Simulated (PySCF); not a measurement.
# Radial density of Sr⁺ (strontium, charge +1)

LDA, [Kr] 5s1, 2S determinant. Computed with PySCF 2.14 in def2-TZVP with the def2 core potential (28 electrons) (6s4p3d, 33 functions), with a scalar-relativistic core potential. This is the valence pseudo-density: the core potential removes the inner electrons and smooths the orbitals near the nucleus.

```
r (bohr)  4πr²ρ (e/bohr)  4πr²(ρα − ρβ)
  0.0852       2.197e-05         0.0000
   0.143       0.0001287         0.0000
   0.241        0.001355         0.0000
   0.405         0.03836         0.0009
   0.682           1.234         0.0262
    1.15           6.523         0.0556
    1.93           3.415         0.0378
    3.24          0.5265         0.3328
    5.46          0.1257         0.1249
    9.18       0.0009201         0.0009
```

Energies and moments cover only the electrons outside the core potential.
